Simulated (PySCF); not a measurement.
CH5InOS2, SMILES C[O][In]([SH])[SH].

The structure is a stationary point at B3LYP-D3(BJ)/def2-SVP. The structure was generated by enumeration; whether it is a known compound was not checked. The def2 effective core potentials stand for the cores of In; spin–orbit coupling is left out. One conformer was computed; it need not be the lowest.

All values below come from TDDFT-PBE/def2-SVPD (PySCF 2.14.0).

Vertical excitations. 

```csv
state,energy (eV),λ (nm),f,main pairs
S1,3.34,371,0.000,HOMO→LUMO 100 %
S2,3.61,343,0.000,HOMO−1→LUMO 100 %
S3,4.04,307,0.039,"HOMO−2→LUMO 81 %, HOMO→LUMO+1 13 %"
S4,4.11,302,0.028,HOMO−3→LUMO 95 %
S5,4.77,260,0.018,"HOMO−1→LUMO+1 48 %, HOMO→LUMO+1 28 %, HOMO−4→LUMO 20 %"
S6,4.89,253,0.080,"HOMO→LUMO+1 51 %, HOMO−1→LUMO+1 24 %, HOMO−2→LUMO 8 %"
S7,4.95,250,0.004,HOMO−2→LUMO+1 96 %
S8,5.23,237,0.005,HOMO→LUMO+2 99 %
S9,5.43,228,0.002,HOMO−3→LUMO+1 91 %
S10,5.51,225,0.000,HOMO−1→LUMO+2 96 %
T1,3.11,399,0,HOMO→LUMO 100 %
T2,3.32,373,0,HOMO−1→LUMO 100 %
T3,3.47,357,0,HOMO−2→LUMO 99 %
T4,3.73,333,0,HOMO−3→LUMO 99 %
```
Triplets are in the Tamm–Dancoff approximation, which puts them higher than full response would, so one can lie above its singlet here.
